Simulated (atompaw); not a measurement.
## Before and after: PAW (atompaw) potential for aluminium (Al)

| Property | Result |
| --- | --- |
| Element | Al |
| Generator | atompaw 4.2.0.5 |
| Type | PAW |
| Functional | LDA (PW92) |
| Relativity | scalar-relativistic |
| Frozen core | [Ne] |
| Valence charge | 3 |
| Reference configuration | 3s1.5 3p1.5 |
| Partial waves | 3s (bound): rc 2.65 bohr; 3s channel at -0.2 Ry: rc 2.65 bohr; 3p (bound): rc 2.65 bohr; 3p channel at 0.85 Ry: rc 2.65 bohr; 3d channel at 0.25 Ry: rc 2.60 bohr; 3d channel at 1.4 Ry: rc 2.60 bohr |
| Local potential | troulliermartins scheme with l = 3 at 0.5 Ry, radius 2.00 bohr |
| Core correction | smooth core density matched at 2.05 bohr |
| Augmentation charge | besselshape compensation charge, radius 2.25 bohr; PAW radius 2.65 bohr; waves and projectors: custom polynom2 7 10 vanderbiltortho |

Change: augmentation besselshape compensation charge, radius 2.25 bohr; PAW radius 2.65 bohr; waves and projectors: custom rrkj vanderbiltortho.

Cutoffs: the cutoffs (Ry, on a coarse ladder) from which the occupation-weighted sum of valence levels, in a spherical-Bessel basis at the reference potential, stays within 10 and 1 mRy of its value at 400 Ry; they do not see the model core or the augmentation charge, which bear on the density cutoff.

Problem. What does the change do?

Solution. The potential gets softer (8 Ry and 21 Ry → 6 Ry and 8 Ry); the range in which the d phases agree narrows (upper end 3.7 → 2.6); neither file shows a bound ghost.

| quantity | base | changed |
| --- | --- | --- |
| cutoff, loose | 8 Ry | 6 Ry |
| cutoff, tight | 21 Ry | 8 Ry |
| bound ghosts | none | none |
| s: phases at 2.65 bohr within 0.05 rad from the reference energy up to (Ry; the scan ends near 5) | 2.0 | 2.2 |
| p: phases at 2.65 bohr within 0.05 rad from the reference energy up to (Ry; the scan ends near 5) | 3.3 | 3.3 |
| d: phases at 2.65 bohr within 0.05 rad from the reference energy up to (Ry; the scan ends near 5) | 3.7 | 2.6 |
| lowest overlap eigenvalue by channel | s 0.88, p 0.89, d 0.93 | s 0.40, p 0.78, d 0.97 |

 The cutoffs see the waves, projectors and local potential, not the compensation charge or the core.
